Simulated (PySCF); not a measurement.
**[Sc(Br)3] (charge 0, multiplicity 1)**

These are TPSSh-D3(BJ)/def2-TZVP // BP86-D3(BJ)/def2-SVP (PySCF 2.14.0) values and carry that method's errors.

- HOMO = -7.93 eV
- dipole moment = 0.05 D
- HOMO–LUMO gap = 4.20 eV
- LUMO = -3.73 eV
- charge on the central atom (Mulliken) = 1.09 e
- charge on the central atom (meta-Löwdin) = 1.21 e
- total energy = -8483.1931 Ha
- cost = about 8 core-minutes (a rough figure)

Bonded distances (Å): Sc1–Br2 2.424, Sc1–Br3 2.424, Sc1–Br4 2.424. Bond angles (°): Br2–Sc1–Br3 120.0, Br2–Sc1–Br4 120.1, Br3–Sc1–Br4 119.9.
